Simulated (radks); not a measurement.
Species: the thulium ion Tm1.875+. Configuration: [Xe] 4f13 6s0.125 (fractional occupations, a model configuration). Calculated with a radial shooting solver on a logarithmic mesh with Libxc functionals: Dirac Kohn-Sham, PBE, spin-unpolarised, spherical densities, finite nucleus; open shells are shared between the two j in proportion to 2j + 1; Fermi nuclear charge, rms radius 5.2256 fm.

Normalised radial functions P(r) = r R(r) (large component), r in bohr:

r,5s1/2,4f7/2
0.001338,0.0636,0.0000
0.001813,0.0796,0.0000
0.002457,0.0983,0.0000
0.00333,0.1190,0.0000
0.004513,0.1400,0.0000
0.006116,0.1580,0.0000
0.008289,0.1673,0.0000
0.01123,0.1595,0.0001
0.01523,0.1239,0.0002
0.02063,0.0516,0.0006
0.02796,-0.0572,0.0019
0.0379,-0.1797,0.0055
0.05136,-0.2601,0.0152
0.06961,-0.2194,0.0389
0.0951,-0.0067,0.0946
0.1289,0.2741,0.2039
0.1747,0.3737,0.3911
0.2367,0.0846,0.6531
0.3208,-0.4050,0.9291
0.4348,-0.5317,1.1079
0.5893,-0.0061,1.0993
0.7987,0.7370,0.9230
1.082,1.0628,0.6738
1.467,0.8380,0.4360
1.988,0.4125,0.2506
2.694,0.1240,0.1263
3.652,0.0206,0.0532
4.949,0.0016,0.0168
6.707,0.0000,0.0034
9.09,0.0000,0.0004

5s1/2: eigenvalue -66.829 eV, 4 radial nodes at r = 0.0241, 0.0958, 0.250, 0.591 bohr, <r> = 1.23 bohr, 90 % of the charge inside 1.78 bohr. 4f7/2: eigenvalue -15.981 eV, 0 radial nodes, <r> = 0.810 bohr, 90 % of the charge inside 1.43 bohr.
